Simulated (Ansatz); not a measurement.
Single points on the cluster Mg₄H₈.

```yaml
crystal:
  periodic: [false, false, false]
  atoms:
    - {symbol: Mg, position_ang: [1.393128, 1.478868, 0.803154]}
    - {symbol: Mg, position_ang: [-0.688483, -1.046555, -1.789823]}
    - {symbol: Mg, position_ang: [0.434886, -1.339177, 0.958134]}
    - {symbol: Mg, position_ang: [-1.468776, 0.705840, 0.492398]}
    - {symbol: H, position_ang: [-2.177008, -0.039907, -0.989981]}
    - {symbol: H, position_ang: [-1.165276, -0.714296, 1.631605]}
    - {symbol: H, position_ang: [0.285854, 0.174937, -0.398812]}
    - {symbol: H, position_ang: [2.655176, 2.558130, 0.405737]}
    - {symbol: H, position_ang: [-0.469096, -1.221552, -3.475085]}
    - {symbol: H, position_ang: [-0.030600, -2.344021, -0.466411]}
    - {symbol: H, position_ang: [-0.456748, 2.045602, 1.152151]}
    - {symbol: H, position_ang: [1.686943, -0.257888, 1.676952]}
basis:
  gaussian: {orbitals: 6-31G}
hamiltonian: {xc: hf}
scf: {omitted_lower_state_checks: [starts]}
output: {orbitals: {seedname: orbitals}}
```

The file start.molden holds the orbitals of an earlier run on this structure, at another level or in another basis.

```sh
$ ansatz run in.yaml --threads 4 --pin off --events-out ev --progress --plain --max-ram 3916MiB
```

Shortened log:

```
Functional definition: HF
784 factors; integrals over basis functions are off by at most 9.1e-5 eV
mean field evaluation 1: about -21848.2010 eV, gradient 1.4e1 eV
mean field evaluation 2: about -21848.3359 eV, gradient 1.4e1 eV
mean field evaluation 4: about -21849.8313 eV, gradient 3.8e-1 eV
mean field evaluation 8: about -21849.8326 eV, gradient 5.3e-5 eV
mean field -21849.83259568 eV, -802.9665375429 hartree, gradient 5.3e-5 eV, S^2 0.000000; 0 other end points of the search recorded, 0 dependent functions left out
reference -21849.83259568 eV, -802.9665375429 hartree; 28, 28 occupied and 40, 40 virtual orbitals, 784 factors
Total energy: -21849.83259568 eV, -802.9665375429 hartree
Checks for a lower state left out: starts
```

Hardware: 4 threads of AMD EPYC 7B13 on a shared host. Wall time 0.35 s.

First input, but with `gaussian: {orbitals: def2-TZVP, initial_orbitals: start.molden}`, `hamiltonian: {xc: {name: r2SCAN0}, dispersion: d4}` (abridged; 3.4 s):

```
Functional definition: r2SCAN0
mean field -21904.55299938 eV, -804.9774752881 hartree, gradient 8.4e-6 eV, S^2 0.000000
Total energy: -21904.67561910 eV, -804.9819814795 hartree
Checks for a lower state left out: starts
```

The first input with `gaussian: {orbitals: def2-TZVP, initial_orbitals: start.molden}`, `hamiltonian: {xc: pbe}`, `correlation: {method: rpa}` and without the key `output` (abridged; 3.5 s):

```
Functional definition: PBE
mean field -21893.56984523 eV, -804.5738518176 hartree, gradient 1.0e-6 eV, S^2 0.000000
4 core orbitals not correlated: weight in the atoms' cores, before any rotation towards them, 1.000 or more for the frozen orbitals, at most 0.000 for the correlated occupied ones
Total energy: -21891.44276218 eV, -804.4956829574 hartree
Checks for a lower state left out: starts
```

First input, but with `hamiltonian: {xc: {name: B3LYP}, dispersion: d4}` (abridged; 1.1 s):

```
Functional definition: B3LYP
mean field -21907.95814687 eV, -805.1026121500 hartree, gradient 3.8e-5 eV, S^2 0.000000
Total energy: -21908.58819670 eV, -805.1257660543 hartree
Checks for a lower state left out: starts
```

The first input with `gaussian: {orbitals: def2-SVP, initial_orbitals: start.molden}`, `hamiltonian: {xc: pbe0, dispersion: d4}` (abridged; 1.3 s):

```
Functional definition: PBE0
mean field -21887.91059105 eV, -804.3658780623 hartree, gradient 4.0e-6 eV, S^2 0.000000
Total energy: -21888.25100247 eV, -804.3783879514 hartree
Checks for a lower state left out: starts
```

As the first input, with `gaussian: {orbitals: def2-TZVPD, initial_orbitals: start.molden}`, `hamiltonian: {xc: pbe0, dispersion: d4}` (abridged; 2.8 s):

```
Functional definition: PBE0
mean field -21896.13312744 eV, -804.6680507014 hartree, gradient 8.9e-5 eV, S^2 0.000000
Total energy: -21896.47354794 eV, -804.6805609239 hartree
Checks for a lower state left out: starts
```

First input, but with `gaussian: {orbitals: def2-TZVP, initial_orbitals: start.molden}`, `hamiltonian: {xc: pbe0, dispersion: d4}` (abridged; 2 s):

```
Functional definition: PBE0
mean field -21896.10549241 eV, -804.6670351328 hartree, gradient 1.8e-5 eV, S^2 0.000000
Total energy: -21896.44590812 eV, -804.6795451793 hartree
Checks for a lower state left out: starts
```

Geometry: r2SCAN-D4/def2-SVP.

B3LYP takes the VWN-RPA correlation. Correlated methods freeze 4 core orbitals; core or outer-core shells of Mg are correlated, in sets that lack core-valence functions. The structure comes from a short search, and lower isomers may exist.
